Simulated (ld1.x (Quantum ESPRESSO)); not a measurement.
Reading a pseudo-wave (nitrogen (N))

Columns: radius, all-electron u(r) and pseudo u(r) of the 2p shell (level -7.09 eV) of nitrogen in the configuration [He] 2s2 2p3; PBE, scalar-relativistic, TM semilocal scheme, ld1.x (Quantum ESPRESSO) 7.5.

```tsv
r (bohr)	all-electron	pseudo
0.062	0.0317	0.0146
0.125	0.1049	0.0580
0.188	0.1955	0.1263
0.250	0.2882	0.2118
0.312	0.3771	0.3082
0.375	0.4594	0.4091
0.438	0.5317	0.5051
0.500	0.5928	0.5886
0.562	0.6442	0.6573
0.625	0.6871	0.7104
0.688	0.7209	0.7474
0.750	0.7459	0.7702
0.812	0.7635	0.7826
0.875	0.7748	0.7875
0.938	0.7801	0.7872
1.000	0.7805	0.7837
1.062	0.7768	0.7778
1.125	0.7694	0.7696
1.188	0.7591	0.7591
1.250	0.7465	0.7465
1.312	0.7321	0.7321
1.375	0.7159	0.7159
1.438	0.6985	0.6985
1.500	0.6805	0.6805
1.562	0.6618	0.6618
1.625	0.6424	0.6424
```

(1) How many radial nodes do the two functions have?

(2) At about which radius was the pseudo-wave matched?

(3) Is the pseudo-wave norm-conserving?

Results:

(1) The all-electron 2p function has n − l − 1 = 0; the pseudo-wave has 0.

(2) 1.25 bohr. The columns agree to 0.0005 from 1.12 bohr on; several derivatives are matched, so the curves merge somewhat inside the radius.

(3) Yes: the TM semilocal scheme keeps the norm inside the radius equal to the all-electron one, which fixes the energy derivative of the logarithmic derivative at the level.
